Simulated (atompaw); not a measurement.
Logarithmic derivatives: cadmium (Cd), PAW (atompaw)

```json
{
  "Element": "Cd",
  "Generator": "atompaw 4.2.0.5",
  "Type": "PAW",
  "Functional": "PBEsol",
  "Relativity": "scalar-relativistic",
  "Frozen core": "[Kr]",
  "Valence charge": "12",
  "Reference configuration": "4d10 5s1.75 5p0.25",
  "Partial waves": "5s (bound): rc 2.65 bohr; 5s channel at 4.15 Ry: rc 2.65 bohr; 5p (bound): rc 1.15 bohr; 5p channel at 0.4 Ry: rc 1.15 bohr; 4d (bound): rc 2.65 bohr; 4d channel at 3.05 Ry: rc 2.65 bohr",
  "Local potential": "bessel scheme, radius 2.00 bohr",
  "Core correction": "smooth core density matched at 2.35 bohr",
  "Augmentation charge": "besselshape compensation charge, radius 2.45 bohr; PAW radius 2.65 bohr; waves and projectors: custom polynom2 7 10 vanderbiltortho"
}
```

The phase is arctan(r·u′/u) with u = r·R(r), unwrapped; energies in Ry, scanned from -3 to 5 Ry. A pole is an energy at which the radial function vanishes at the test radius. The pseudo phase is shifted by a multiple of π to meet the all-electron one at the reference energy, and phase errors are pseudo minus all-electron; the curves can meet again beyond the range given. Levels narrower than the energy grid can be missing from the lists of poles.

```
channel  radius (bohr)  reference energy (Ry)  poles, all-electron  poles, pseudo  unbroken range about the reference energy with phases within 0.05 rad  phase error 1 Ry above the reference energy (rad)
      s           2.67                  -0.44                 1.23           1.20                                                              below 4.6                                             -0.003
      p           2.67                  -0.10                 2.42           2.42                                                        the whole range                                             +0.000
      d           2.67                  -0.90          -0.76, 4.63          -0.74                                                           -1.0 to -0.4                                             +0.077
```

Note: ghost state, extra bound levels that the all-electron valence spectrum of the same l lacks: p at -64.5 eV. A true bound ghost makes a file unfit for plane-wave use. The 5p radius (1.15 bohr) lies inside the outermost node of the all-electron wave (1.20 bohr), which a nodeless pseudo-wave cannot match soundly.

Phases in the p channel:

```tsv
E (Ry)	all-electron	pseudo
-3.00	1.337	1.337
-2.52	1.312	1.312
-2.04	1.276	1.276
-1.56	1.224	1.224
-1.08	1.137	1.137
-0.60	0.963	0.963
-0.12	0.503	0.503
0.36	-0.555	-0.555
0.84	-1.164	-1.164
1.32	-1.382	-1.382
1.80	-1.488	-1.488
2.28	-1.555	-1.555
2.76	-1.606	-1.605
3.24	-1.650	-1.649
3.72	-1.695	-1.694
4.20	-1.748	-1.746
4.68	-1.822	-1.817
```
